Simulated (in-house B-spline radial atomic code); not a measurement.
A fraction x of an electron is removed from 2p in O⁺, starting from [He] 2s2 2p3 and keeping the highest spin. Computed with a B-spline radial code for spherical atoms: scalar-relativistic (X2C) TPSSh, spin-polarised, spherical fractional occupations, Fermi nucleus of rms radius 2.6991 fm.

Caution: exact exchange at fractional occupations of open shells leaves self-interaction of up to several eV.

```
   x  E(x) - E(0) (eV)  2p up level (eV)
   0            0.0000           -27.650
0.21            6.1804           -31.231
0.35           10.7238           -33.682
0.41           12.7767           -34.748
 0.5           15.9766           -36.364
0.58           18.9437           -37.816
0.71           24.0150           -40.210
0.83           28.9745           -42.455
0.92           32.8721           -44.161
   1           36.4661           -45.692
```

The exact functional would give a straight line between the two integer points. Deviations E(x) - E(0) - x[E(1) - E(0)], in eV: -1.477 at x = 0.21, -2.039 at x = 0.35, -2.174 at x = 0.41, -2.256 at x = 0.5, -2.207 at x = 0.58, -1.876 at x = 0.71, -1.292 at x = 0.83, -0.677 at x = 0.92.

The curve lies below the straight line by up to 2.256 eV (at x = 0.5): convex, the delocalisation error, to which spherically averaged exact exchange adds.

(1) How well does Slater's transition state (minus the level at half occupation) give the ionisation energy?

Results:

(1) It gives 36.364 eV against 36.466 eV from the two total energies; NIST lists 35.12 eV, ground level to ground level. The end point has an open shell averaged over its orbitals, so its exact exchange keeps a self-interaction and this is no true integer point.
